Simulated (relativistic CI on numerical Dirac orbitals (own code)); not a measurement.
## Zeeman pattern of P⁺ 6024.18 Å at 1 T

Problem. The line 3s²3p4s ³P°1 – 3s²3p4p ³D2 of P⁺ lies at 6024.18 Å (air; NIST Handbook). Calculate its Zeeman pattern at B = 1 T, seen across the field, in LS coupling, and compare it with the Doppler width at an assumed gas temperature of 3000 K.

Working.
1. Landé factors g = 3/2 + [S(S + 1) − L(L + 1)]/[2J(J + 1)]: lower 1.5000, upper 1.1667.
2. The unit is μB B/hc = 0.46686 × 1 = 0.4669 cm⁻¹, or 169.5 mÅ at this wavelength. A component is shifted by g_u m_u − g_l m_l units. Seen across the field, the strengths for lower J and m are (J + 1)² − m² (π) and ¼(J + m + 1)(J + m + 2) (σ).
3. π components (Δm = 0), symmetric about zero, as shift (strength, strongest of all = 100): 0.000 (100), ±0.333 (75).
4. σ components with Δm = +1, mirrored for −1: 0.833 (75), 1.167 (38), 1.500 (12).
5. The centre of the σ group lies at ḡ = 1.000 units, 169.5 mÅ from the line centre.
6. The Doppler width is 7.16 × 10⁻⁷ λ √(T/M) = 42.4 mÅ (FWHM, M = 31), so the sum of Gaussians shows separate peaks away from the centre.

Check. A relativistic CI calculation gives g = 1.4956 and 1.1686 for the two levels. The nearest fine-structure partner lies 146 cm⁻¹ away, 314 Zeeman units, so the weak-field formulas hold; hyperfine structure, which matters at weak fields for isotopes with nuclear spin, is neglected.
